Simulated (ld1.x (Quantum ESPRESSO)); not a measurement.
## What the settings do to the TM potential of oxygen (O)

Base potential:

```json
{
 "Element": "O (Z = 8)",
 "Generator": "ld1.x (Quantum ESPRESSO) 7.5",
 "Type": "norm-conserving Troullier–Martins (Kleinman–Bylander form)",
 "Functional": "PBE",
 "Relativity": "scalar-relativistic",
 "Frozen core": "[He]",
 "Valence charge": "6",
 "Reference configuration": "2s2 2p4",
 "Partial waves": "2s (bound): rc 0.85 bohr; 3d channel at -0.05 Ry: rc 2.10 bohr; 2p (bound): rc 2.10 bohr",
 "Local potential": "the p channel",
 "Core correction": "a·sin(br)/r model core inside 0.65 bohr"
}
```

Cutoffs, loose and tight: the cutoffs (Ry, on a coarse ladder) from which the occupation-weighted sum of valence levels, in a spherical-Bessel basis at the reference potential, stays within 10 and 1 mRy of its value at 400 Ry. They do not see the model core or the augmentation charge, which bear on the density cutoff. Test errors are all-electron minus pseudo excitation energies from the reference, over the configurations 2s2 2p3; 2s2 2p2; 2s2 2p1; 2s1 2p4; 2s2 2p4.3; 2s0 2p6; 2s1 2p5. A dash means not determined; rows that change the core or the reference have their own tests.

```csv
change,outcome,"cutoff, loose","cutoff, tight",bound ghosts,largest test error (meV)
base,generated,80 Ry,180 Ry,none,+2438
non-relativistic,generated,80 Ry,180 Ry,none,+2438
local potential all-electron potential smoothed inside 0.85 bohr (lloc = -1),generated,80 Ry,180 Ry,none,+2685
core correction a·sin(br)/r model core inside 0.68 bohr,generated,80 Ry,180 Ry,none,+2442
wave 3d channel at -0.05 Ry: rc 2.10 bohr becomes 3d channel at 1.66 Ry: rc 2.10 bohr,generated,80 Ry,180 Ry,none,+2438
wave 2p (bound): rc 2.10 bohr becomes 2p (bound): rc 1.38 bohr,generated,80 Ry,180 Ry,none,+426
reference 2s2 2p2.5,generated,80 Ry,180 Ry,none,+1084
"all radii but the core radius scaled by about 1.08 (s 0.92, p 2.26, d 2.26 bohr)",generated,70 Ry,160 Ry,none,+3229
wave 3d channel at -0.05 Ry: rc 2.10 bohr becomes 3d channel at -0.05 Ry: rc 2.06 bohr,generated,80 Ry,180 Ry,none,+2438
wave 2s (bound): rc 0.85 bohr becomes 2s (bound): rc 0.70 bohr,generated,80 Ry,200 Ry,none,+2433
functional PW91,generated,80 Ry,180 Ry,none,+2470
core correction a·sin(br)/r model core inside 1.06 bohr,generated,80 Ry,180 Ry,none,+2446
wave 3d channel at -0.05 Ry: rc 2.10 bohr becomes 3d channel at -0.05 Ry: rc 2.74 bohr,generated,80 Ry,180 Ry,none,+2438
```
